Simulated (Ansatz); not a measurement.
Program: Ansatz. Geometries: PBE0-D4/def2-TZVP. ΔE: electronic, gas phase. CBS: MP2 limit from def2 TZ/QZ plus the TZ coupled-cluster correction, frozen cores. This one scheme is used for every species. Functionals use def2-TZVPP. For Ge outer-core shells are correlated without core-valence functions, which leaves a few kJ/mol of doubt a bond. Scalar relativity is left out up to krypton. Each species was taken in one conformer, which may not be the lowest.

`CC(=S)[O][GeH3]` + H₂ → GeH₄ + `CC(O)=S`  (hydrogenolysis of a Ge–O bond)

`CC(=S)[O][GeH3]`:

```xyz
11

C    -1.303   -0.547   -0.101
C    -0.811    0.752   -0.659
S    -1.751    1.774   -1.506
O     0.461    1.047   -0.428
Ge    1.685    0.065    0.481
H    -0.721   -1.381   -0.509
H    -1.183   -0.562    0.988
H    -2.351   -0.696   -0.343
H     2.929    0.945    0.387
H     1.854   -1.283   -0.232
H     1.192   -0.115    1.923
```

H₂:

```xyz
2

H    -0.283    0.106    0.218
H     0.283   -0.106   -0.218
```

GeH₄:

Z-matrix (Å, degrees):
```
Ge
H 1 1.534
H 1 1.534 2 109.5
H 1 1.534 2 109.5 3 -120.0
H 1 1.534 2 109.5 3 120.0
```

`CC(O)=S`:

Cartesian coordinates in Å:
```
C -0.468 0.144 0.845
C 0.132 -0.267 -0.453
O 0.997 0.645 -0.893
S -0.192 -1.638 -1.268
H -0.970 1.109 0.723
H 0.326 0.287 1.583
H -1.175 -0.600 1.199
H 1.350 0.319 -1.735
```

| level | ΔE (kJ/mol) | difference from CCSD(T)/CBS |
| --- | --- | --- |
| revPBE-D4 | -21.8 | 0.3 |
| ωB97M-V | -28.2 | -6.1 |
| B2PLYP | -27.6 | -5.5 |
| revPBE | -39.1 | -17.0 |
| PBE0 | -39.9 | -17.8 |
| CAM-B3LYP | -35.7 | -13.6 |
| CCSD/def2-SVP | -40.0 | -17.9 |
| CCSD(T)/def2-SVP | -36.1 | -14.0 |
| CCSD(T)/def2-TZVPP | -23.3 | -1.2 |
| HF/CBS(def2) | -39.2 | -17.1 |
| CCSD(T)/CBS | -22.1 | 0 |

Task: What do rigid-rotor, harmonic-oscillator terms from PBE0-D4/def2-TZVP frequencies (298.15 K, 1 bar) make of the CCSD(T)/CBS value? (Best estimate.)

Result: Ansatz gave: ΔZPE = +17.9 kJ/mol, ΔH = -9.1 kJ/mol, ΔS = 18 J/(mol·K), ΔG = -14.4 kJ/mol.

Largest T1 diagnostic among the species: 0.017.

From BLYP to BHLYP (50 % exact exchange), in def2-TZVPP and without D4, ΔE moves by −3.2 kJ/mol. The D4 term adds +12.9 kJ/mol with B3LYP and +7.2 kJ/mol with PBE0; it sums over pairs of atoms, weighted by their polarisabilities, and B3LYP, whose exchange is more repulsive, gets the larger term.

B3LYP here is the variant with VWN-RPA as its local correlation; programs differ in this.
